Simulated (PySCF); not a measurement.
Compound: C₉H₁₆.
Bonds: C1–C2, C2–C3, C3–C4, C4–C5 (double), C5–C6, C6–C7, C7–C8, C8–C9, C5–C9. Hydrogens: H10, H11, H12 on C1; H13, H14 on C2; H15, H16 on C3; H17 on C4; H18, H19 on C6; H20, H21 on C7; H22, H23 on C8; H24, H25 on C9.

The closed-shell ground state was solved at several levels (PySCF, density fitting, gas phase, non-relativistic). One conformer (not necessarily the lowest) at the PBE0-D3(BJ)/def2-SVP geometry, without solvent, vibrations or thermal averaging.

| level | basis functions | total energy (Eh) | HOMO (eV) | LUMO (eV) | gap (eV) | dipole (D) |
| --- | --- | --- | --- | --- | --- | --- |
| B3LYP/def2-SVPD | 308 | -352.3537 | -6.29 | 0.15 | 6.44 | 0.33 |
| PBE0/pcSseg-1 | 233 | -352.1025 | -6.49 | 0.47 | 6.96 | 0.31 |

Q: What might B3LYP/pcSseg-1 (233 basis functions) give for the same quantities?

A: Total energy -352.5481 Eh, HOMO -6.28 eV, LUMO 0.24 eV, gap 6.52 eV, dipole 0.30 D.

Q: Over all these levels, which gives the widest orbital gap and which the narrowest?

A: PBE0/pcSseg-1 (global hybrid, 25 % exact exchange) has the widest, 6.96 eV, and B3LYP/def2-SVPD (global hybrid, 20 % exact exchange) the narrowest, 6.44 eV. Functional and basis both differ between the two, so the spread mixes both effects.

Q: How far do the dipole and the HOMO energy spread over the levels?

A: The dipole runs from 0.30 to 0.33 D (mean 0.31 D) and the HOMO from -6.49 to -6.28 eV.
